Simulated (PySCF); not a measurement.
Field gradients at the hydrogen positions

C8H10FP.
SMILES with atom numbers: `[CH2:1]=[P@:2]1([C:3]#[C:4][CH3:5])[CH2:6][CH:7]=[C:8]([F:9])[CH2:10]1` (hydrogens: H11, H12 on C1; H13, H14, H15 on C5; H16, H17 on C6; H18 on C7; H19, H20 on C10)

Geometry (GFN2-xTB, Å), atoms numbered from 1 in this order:
```
atom  x, y, z in Å
C1     0.034   -1.847   -1.688
P2    -0.246   -0.534   -0.654
C3     1.283    0.183   -0.185
C4     2.369    0.622    0.099
C5     3.662    1.158    0.448
C6    -1.126   -1.112    0.863
C7    -2.482   -0.492    0.766
C8    -2.571    0.550   -0.047
F9    -3.728    1.208   -0.272
C10   -1.357    1.025   -0.762
H11    0.601   -1.574   -2.572
H12   -0.886   -2.375   -1.924
H13    4.230    0.415    1.007
H14    4.209    1.414   -0.458
H15    3.547    2.053    1.060
H16   -0.591   -0.787    1.761
H17   -1.158   -2.205    0.862
H18   -3.318   -0.886    1.320
H19   -0.895    1.872   -0.248
H20   -1.581    1.322   -1.789
```

Level: PBE0/pcSseg-1 (PySCF, non-relativistic); Q(2H) = 0.00286 b; rigid geometry, the same for H and D, with no vibrational averaging.

Problem. Rank these positions by the coupling χzz of a deuteron there, largest first.
A. H16 (methylene hydrogen)
B. H18 (vinylic hydrogen)
C. H14 (methyl hydrogen)

Solution. B (226 kHz), C (207 kHz), A (201 kHz).

Problem. Tabulate Vzz, the asymmetry η and χzz = 234.96 MHz × Q × Vzz for every hydrogen position.

Solution. 
```csv
atom,bonded to,bond length (Å),Vzz (au),η,χzz (kHz)
H11,C1,1.085,0.3351,0.12,225
H12,C1,1.087,0.3319,0.13,223
H13,C5,1.090,0.3072,0.03,206
H14,C5,1.090,0.3075,0.03,207
H15,C5,1.090,0.3074,0.03,207
H16,C6,1.096,0.2990,0.01,201
H17,C6,1.093,0.3007,0.01,202
H18,C7,1.077,0.3363,0.07,226
H19,C10,1.093,0.3047,0.02,205
H20,C10,1.093,0.3046,0.02,205
```

Problem. How does χzz go with the bond length over the 10 C–H bonds?

Solution. A straight-line fit has a slope of -16.8 kHz for each 0.01 Å, with a correlation coefficient of -0.88, over lengths from 1.077 to 1.096 Å. The longer bonds have the smaller couplings here.

The structure is a single GFN2-xTB conformer in the gas phase; no vibrational or solvent corrections. GFN2-xTB bond lengths can be off by several hundredths of an ångström, more for odd bonds, and the gradients follow them. These gradients aren't converged with respect to the basis.

These values come from a run that also computed NMR shieldings. The run took about 2.7 min of CPU time (with the writing of density and orbital grids) (one thread, shared machine).
